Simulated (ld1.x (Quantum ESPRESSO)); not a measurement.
Transferability test, TM potential for I

```
Element                 : iodine (I)
Generator               : ld1.x (Quantum ESPRESSO) 7.5
Type                    : norm-conserving Troullier–Martins (Kleinman–Bylander form)
Functional              : PBE
Relativity              : scalar-relativistic
Frozen core             : [Kr] 4d10
Valence charge          : 7
Reference configuration : 5s2 5p4 (charge +1)
Partial waves           : 5s (bound): rc 1.40 bohr; 5p (bound): rc 1.80 bohr; 5d channel at 0.45 Ry: rc 1.90 bohr
Local potential         : all-electron potential smoothed inside 1.40 bohr (lloc = -1)
Core correction         : Bessel-smoothed model core, default radius (core density twice the valence density)
```

Energies are relative to the spin-unpolarised reference configuration 5s2 5p4; without spin polarisation the order of configurations can differ from experiment. Not all tests gave a result: 2 of 7 tests not solved or not reliable. Left out of the table: 5s2 5p1 (solver errors, printed error -5.7 eV); 5s2 5p5.3 (solver errors, printed error -246 eV).

(1) Give the all-electron excitation energy and the error of the potential for: 5s2 5p5; 5s2 5p3; 5s2 5p2; 5s1 5p5; 5s1 5p6.

Levels in the configuration 5s2 5p3:

```csv
level,all-electron (eV),pseudo (eV)
5s,-36.003,-35.853
5p,-24.481,-24.395
```

Note: ghost states, extra bound levels that the all-electron valence spectrum of the same l lacks: s at -104.5 eV, p at -10.2 eV. A true bound ghost makes a file unfit for plane-wave use.

Results:

(1)

```json
{"valence configuration": "5s2 5p5", "charge": "0", "ΔE all-electron (eV)": "-11.131", "error AE − PS (meV)": "+25"}
{"valence configuration": "5s2 5p3", "charge": "+2", "ΔE all-electron (eV)": "19.846", "error AE − PS (meV)": "+33"}
{"valence configuration": "5s2 5p2", "charge": "+3", "ΔE all-electron (eV)": "49.174", "error AE − PS (meV)": "+171"}
{"valence configuration": "5s1 5p5", "charge": "+1", "ΔE all-electron (eV)": "10.980", "error AE − PS (meV)": "+7.9"}
{"valence configuration": "5s1 5p6", "charge": "0", "ΔE all-electron (eV)": "-0.717", "error AE − PS (meV)": "-11"}
```
